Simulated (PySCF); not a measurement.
Can point charges reproduce the dipole moment of `C[C@@H]1[SiH2]SC[C@H]1F`?

Coordinates (GFN2-xTB, Å) and charges (e) from the PBE0/pcSseg-1 density (PySCF):

```csv
atom,x,y,z,Mulliken,IAO,Hirshfeld,ESP-fitted
C1,1.883,0.095,0.483,-0.2061,-0.4146,-0.1190,-0.5084
C2,0.563,0.074,-0.278,-0.5966,-0.3877,-0.1173,-0.1429
Si3,-0.424,1.703,-0.200,+0.6400,+0.6853,+0.3227,+0.5304
S4,-2.378,0.818,-0.171,-0.2842,-0.1987,-0.1042,-0.2854
C5,-1.753,-0.882,-0.385,-0.2714,-0.3472,-0.0805,-0.4443
C6,-0.377,-1.003,0.251,+0.2054,+0.1834,+0.0591,-0.0236
F7,0.125,-2.261,-0.033,-0.3326,-0.3294,-0.1126,-0.1807
H8,2.547,0.849,0.067,+0.1220,+0.1421,+0.0433,+0.1464
H9,2.376,-0.873,0.417,+0.1314,+0.1512,+0.0414,+0.1697
H10,1.719,0.324,1.534,+0.1135,+0.1374,+0.0401,+0.1432
H11,0.775,-0.177,-1.324,+0.1549,+0.1510,+0.0412,+0.1571
H12,-0.216,2.429,1.046,-0.0581,-0.1180,-0.0729,-0.0911
H13,-0.229,2.523,-1.389,-0.0595,-0.1170,-0.0734,-0.1096
H14,-2.471,-1.558,0.077,+0.1711,+0.1693,+0.0507,+0.2615
H15,-1.694,-1.102,-1.452,+0.1604,+0.1567,+0.0415,+0.2061
H16,-0.453,-0.951,1.345,+0.1097,+0.1361,+0.0398,+0.1716
```

Task: Compute μ = Σ q r for each scheme (1 e·Å = 4.803 D) and compare with the dipole of the full density.

Result: The full density gives (1.40, 0.70, 0.03) D, 1.56 D in size; dipole vectors point from the negative to the positive end.

```csv
scheme,μx,μy,μz,size (D),share of the full size (%),angle to the full dipole (°)
Mulliken,1.24,3.55,0.65,3.81,244,45
IAO,0.30,3.18,0.41,3.22,206,58
Hirshfeld,0.26,0.92,0.13,0.97,62,48
ESP-fitted,1.43,0.65,0.04,1.57,100,2
```

Task: Which set comes closest?

Result: Length of the difference vector: ESP-fitted 0.06 D, Hirshfeld 1.16 D, IAO 2.74 D, Mulliken 2.92 D. Closest: ESP-fitted. 

Task: What is left for the Hirshfeld atoms' own dipoles?

Result: The shares of the density sum to the whole, so what Σ q r misses lies in dipoles about the nuclei. The atomic dipoles sum to (1.40, 0.70, 0.03) − (0.26, 0.92, 0.13) = (1.14, -0.22, -0.10) D, 1.16 D in size.

Task: With the origin at the mean of the coordinates, (0.000, 0.001, -0.001) Å, which are the largest single terms, by size, of the Hirshfeld dipole along the direction of the full one?

Result: C1 -0.99, S4 +0.88, C5 +0.76, H14 -0.71, Si3 +0.59 D; all 16 atoms together +0.65 D. The single terms depend on the origin, their sum doesn't.

Task: Give the size of the full dipole in other units.

Result: 1.56 D = 0.616 au = 0.326 e·Å = 5.22 × 10⁻³⁰ C·m.

One conformer (not necessarily the lowest) at the GFN2-xTB geometry, without solvent, vibrations or thermal averaging.
